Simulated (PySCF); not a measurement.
Simulated Cl 2p region for GeClBr3 (`[Cl][Ge]([Br])([Br])[Br]`), binding energy against the vacuum level.

Every computed line was given a Gaussian of 0.8 eV full width at half maximum and an area set by the number of equivalent atoms (split 2:1 within a doublet); the highest printed point is 100. Method: delta-SCF UKS SCAN, pcX-2 on the ionised atom, pcseg-1 elsewhere, spin-free X2C (PySCF).

binding energy (eV), intensity and a bar:
```
    205.1          0 
    205.2          1 
    205.3          2 #
    205.4          4 #
    205.5          8 ##
    205.6         15 ####
    205.7         25 ########
    205.8         39 ############
    205.9         57 #################
    206.0         74 ######################
    206.1         89 ###########################
    206.2         99 ##############################
    206.3        100 ##############################
    206.4         93 ############################
    206.5         79 ########################
    206.6         62 ###################
    206.7         44 #############
    206.8         29 #########
    206.9         18 #####
    207.0         11 ###
    207.1          8 ##
    207.2          8 ##
    207.3         11 ###
    207.4         16 #####
    207.5         24 #######
    207.6         32 ##########
    207.7         41 ############
    207.8         47 ##############
    207.9         50 ###############
    208.0         49 ###############
    208.1         44 #############
    208.2         36 ###########
    208.3         27 ########
    208.4         18 #####
    208.5         12 ###
    208.6          7 ##
    208.7          4 #
    208.8          2 
    208.9          1 
    209.0          0 
    209.1          0
```

Question: How many maxima does the curve show, and how many computed lines lie under it?

Answer: The curve has 2 maxima (at 206.3 and 207.9 eV). Under it lie 2 lines from 1 inequivalent chlorine site, drawn as a 2p3/2, 2p1/2 pair.

Question: Decompose the envelope and assign each component. Bonds: Ge1–Cl2, Ge1–Br3, Ge1–Br4, Ge1–Br5.

Answer: 
```csv
position (eV),relative area,line,atoms,environment
206.26,0.67,Cl 2p3/2,Cl2,chlorine bonded to Ge
207.92,0.33,Cl 2p1/2,Cl2,chlorine bonded to Ge
```

Shake-up satellites, vibrational structure and lifetime widths aren't simulated. 2p3/2 and 2p1/2 are the ΔSCF energy of one spin-free 2p hole plus the eigenvalues of a spin–orbit and ligand-field matrix of the shell. 2p1/2 minus 2p3/2 (ligand field included): Cl 1.65 eV. Isolated species at its PBE0-D3(BJ)/def2-SVP geometry, gas phase.

Hardware: one thread of an AMD EPYC, shared host. Cost: 22 s wall, 15 s CPU, 0.47 GiB resident at most.
